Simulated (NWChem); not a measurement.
Basis-set convergence for GeS

```xyz
2

Ge     0.0000     0.0000     0.6811
S      0.0000     0.0000    -1.3622
```
Charge 0, spin multiplicity 1.

Program: NWChem. Structure: optimised with PBE/def2-SVP, a minimum by its harmonic frequencies.

Quantity: LUMO energy at the level PBE.

The Hamiltonian is non-relativistic. The Pople sets run with spherical d functions. The structure started from a generated list of species.

```tsv
basis	functions	LUMO energy (eV)
STO-3G	27	?
3-21G	35	-3.16
aug-pcseg-1	63	?
def2-SVPD	65	-3.24
6-311G**	70	-3.23
cc-pVTZ	77	-3.17
def2-TZVP	85	-3.14
def2-TZVPD	100	-3.21
aug-cc-pVTZ	109	-3.22
cc-pVQZ	127	?
```

Some entries are withheld; supply them.


- STO-3G, LUMO energy (eV): 0.63
- aug-pcseg-1, LUMO energy (eV): -3.27
- cc-pVQZ, LUMO energy (eV): -3.20
